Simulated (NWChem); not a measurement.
**Total energies of HGe**

```xyz
2

Ge     0.0000     0.0000     0.0486
H      0.0000     0.0000    -1.5556
```
Charge 0, spin multiplicity 2.

Everything below was run with NWChem. The geometry was optimised at UPBE0/def2-SVP, a minimum by its harmonic frequencies.

Basis set: 6-31G* (34 functions).

```csv
method,total energy (Ha)
UHF,-2075.60406
UMP2,-2075.82125
UB2PLYP,-2076.87273
UPBE,-2076.92693
UB3LYP,-2077.29429
UBLYP,-2077.30632
```

Total energies of different functionals aren't comparable as a measure of quality: only differences taken within one method are. 

The Hamiltonian is non-relativistic. The correlated methods keep 9 core orbitals frozen. B3LYP has NWChem's definition, with VWN1-RPA local correlation. The Pople sets run with spherical d functions. This spin state was chosen for the runs; another may lie lower. The structure started from a generated list of species. The unpaired electrons of the parent sit in orbitals of symmetry b1 (C2v labels of the run); other states weren't searched. No SCF solution was tested for a lower state. Open-shell Hartree-Fock references start from PBE0 orbitals.
